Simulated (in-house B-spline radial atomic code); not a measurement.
## Tc5+: [Kr] 4d2

Method: Dirac-Kohn-Sham relativistic LDA, spherical fractional occupations, Fermi nucleus of rms radius 4.41117 fm. Calculated with a B-spline radial code for spherical atoms.

Screening seen three ways: the hydrogenic charge with the same mean radius, Z_r = [3n² - l(l+1)]/(2<r>), the one with the same energy, Z_e = n√(-2ε), and Slater's rules. Values are occupation-weighted means over j. An effective charge above Z reflects the relativistic contraction of the inner shells.

| shell | electrons | ε (eV) | <r> (bohr) | Z_r | Z_e | Slater |
| --- | --- | --- | --- | --- | --- | --- |
| 1s | 2 | -20810 | 0.0344 | 43.60 | 39.11 | 42.70 |
| 2s | 2 | -3029.4 | 0.1497 | 40.08 | 29.84 | 38.85 |
| 2p | 6 | -2724.9 | 0.1305 | 38.33 | 28.30 | 38.85 |
| 3s | 2 | -581.33 | 0.4164 | 32.42 | 19.61 | 31.75 |
| 3p | 6 | -480.64 | 0.4168 | 29.99 | 17.83 | 31.75 |
| 3d | 10 | -315.68 | 0.3988 | 26.33 | 14.45 | 21.85 |
| 4s | 2 | -135.63 | 1.035 | 23.20 | 12.63 | 15.25 |
| 4p | 6 | -106.89 | 1.124 | 20.46 | 11.21 | 15.25 |
| 4d | 2 | -64.401 | 1.374 | 15.28 | 8.70 | 6.65 |

The least bound orbital is 4d5/2 at -64.23 eV, and it is also the most diffuse (<r> = 1.378 bohr).

Spin-orbit splittings of the orbital energies (j = l + 1/2 above j = l - 1/2 when positive): 2p 117.3 eV, 3p 19.67 eV, 3d 3.805 eV, 4p 3.243 eV, 4d 0.434 eV.

For the 1s electron the small component carries 2.45 % of the norm, the zero-frequency Breit interaction raises the level by 41.4 eV, self-energy by 22.73 eV, and vacuum polarisation lowers it by 2.67 eV.
